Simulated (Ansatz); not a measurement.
Geometry optimisation, RKS PBE0-D4/def2-SVP (Ansatz).

Input file:

```yaml
crystal:
  periodic: [false, false, false]
  atoms:
    - { symbol: "N", position_ang: [-1.8291, 0.5682, 0.1032] }
    - { symbol: Si, position_ang: [-0.6099, -0.5134, 0.0303] }
    - { symbol: C, position_ang: [0.6757, -0.209, -1.2645] }
    - { symbol: O, position_ang: [1.5165, 0.6101, -0.3049] }
    - { symbol: C, position_ang: [0.9621, -0.0255, 0.8964] }
    - { symbol: H, position_ang: [-2.74047, 0.17994, 0.37977] }
    - { symbol: H, position_ang: [-2.03121, 0.97267, -0.85145] }
    - { symbol: H, position_ang: [-1.0451, -1.8787, 0.2474] }
    - { symbol: H, position_ang: [0.4058, 0.3872, -2.0816] }
    - { symbol: H, position_ang: [1.2918, -1.0786, -1.5478] }
    - { symbol: H, position_ang: [0.8346, 0.7104, 1.7412] }
    - { symbol: H, position_ang: [1.6338, -0.8235, 1.257] }
basis:
  gaussian: { orbitals: def2-SVP }
hamiltonian:
  xc: pbe0
  dispersion: d4
relax:
  f_tol: 0.015
  max_steps: 40
```

Command:

```bash
$ ansatz run input.yaml --threads 2 --pin off --max-ram 3072MiB --backend cpu --events-out ev --progress --plain --runs-dir out
```

Where does it end, and by what steps?

The forces met the threshold. After 15 steps the energy has fallen by 0.829 eV; O4 moved furthest, 0.85 Å.

| step | energy less start (eV) | largest force component (eV/Å) | accepted |
| --- | --- | --- | --- |
| 0 | 0.0000 | 3.907 | yes |
| 1 | -0.5401 | 1.814 | yes |
| 2 | -0.6837 | 0.318 | yes |
| 3 | -0.6676 | 0.795 | no |
| 4 | -0.7204 | 0.335 | yes |
| 5 | -0.7452 | 0.245 | yes |
| 6 | -0.7811 | 0.264 | yes |
| 7 | -0.7952 | 0.309 | yes |
| 8 | -0.8163 | 0.149 | yes |
| 9 | -0.8207 | 0.155 | yes |
| 10 | -0.8181 | 0.615 | no |
| 11 | -0.8232 | 0.131 | yes |
| 12 | -0.8258 | 0.193 | yes |
| 13 | -0.8279 | 0.071 | yes |
| 14 | -0.8286 | 0.047 | yes |
| 15 | -0.8288 | 0.014 | yes |

```xyz
12
Properties=species:S:1:pos:R:3
N -2.049 0.334 -0.012
Si -0.571 -0.535 -0.009
C 0.795 -0.270 -1.311
O 1.765 -0.198 -0.258
C 0.986 0.058 0.916
H -2.947 -0.106 0.135
H -2.119 1.333 -0.153
H -0.944 -1.961 0.234
H 0.729 0.683 -1.875
H 1.051 -1.067 -2.028
H 0.991 1.134 1.187
H 1.377 -0.506 1.779
```

Run time: 39 s on 2 threads of AMD EPYC 7B13 (Zen 3), with other jobs on the host, peak memory 0.26 GiB.
